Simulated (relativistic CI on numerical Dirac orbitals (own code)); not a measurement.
**Hyperfine structure of Sr⁴⁺, mass number 87**

Calculated at this level of theory: Dirac-Coulomb-Breit CI, separate exchange-only KLI orbitals for each configuration, model QED (radiative potential, 1s self-energy scaled to tabulated hydrogen-like ionisation energies), valence Slater integrals scaled by 0.85, P86 correlation energy added to each configuration (own radial code, finite nucleus).

Configuration list (outside the closed core [Ar] 3d10): 4s2 4p4, 4s 4p5, 4s2 4p3 4d, 4p6, 4s2 4p3 4f, 4s 4p4 4d, 4s2 4p3 5s, 4s2 4p3 5p, 4s 4p4 4f, 4s2 4p3 5d, 4s2 4p3 6s, 4s2 4p3 6p, 4s2 4p3 5f, 4s2 4p2 4d2, 4s2 4p 4d3, 4s2 4p 4d2 4f, 4s 4p2 4d3, 4s2 4p 4d2 5s, 4s2 4p 4d2 5p. Double excitations out of closed p, d and f shells are left out; levels of such configurations are missing from the list, as are those of other unlisted configurations, and high levels can miss mixing partners. These lack a partner that the ground configuration has and come out too high: 4s 4p4 4f, 4s2 4p3 5d, 4s2 4p3 6s, 4s2 4p3 6p, 4s2 4p3 5f.

Nuclear spin I = 9/2, μ = -1.09316 μN, Q = 0.305 b (tables of Stone and Pyykkö). The electronic factors are computed for point nuclear moments, without core polarisation; leaving it out makes A of s and p electrons in near-neutral atoms 20 to 40 % too small, and it can dominate for d and f shells.

```tsv
Level	E (cm⁻¹)	A (MHz)	B (MHz)
4s2 4p4 3P_2	0.0	-428	815
4s2 4p4 3P_1	8184.8	57.72	-477
4s2 4p4 1D_2	19863.9	-902.4	-1790
4s 4p5 3P°_2	165579.9	-2270	-894
4s 4p5 3P°_1	171516.0	-1968	461
4s 4p5 1P°_1	204415.4	-1413	-721
4s2 4p3 4d 5D°_1	211534.0	-26.23	-49.1
4s2 4p3 4d 5D°_2	211590.1	-52.37	-29.3
```

Levels with J = 0, under 50 % of one LS term, or S terms without an open s electron are left out. Small factors come from cancelling terms and can be off by tens of per cent or more.

At this charge configurations can still be misplaced by up to about 7 % of their energy. 56 of the 69 excited levels that our extract of the measured tables holds in this range could be paired (the sources list more); they are missed by 10182 cm⁻¹ on average and 14615 at most, and levels without a partner can miss by more.

(1) Give the hyperfine levels of 4s2 4p4 3P_2 relative to its centre of gravity.

Answers

(1) With K = F(F + 1) − I(I + 1) − J(J + 1), E = AK/2 + B[¾K(K + 1) − I(I + 1)J(J + 1)]/[2I(2I − 1)J(2J − 1)]: F = 5/2: 5082, F = 7/2: 3227, F = 9/2: 1046, F = 11/2: -1308, F = 13/2: -3648 MHz.

LS names give the leading component of a level, which can be under half, so a name can repeat, a term be missing and a line seem to break the LS rules.
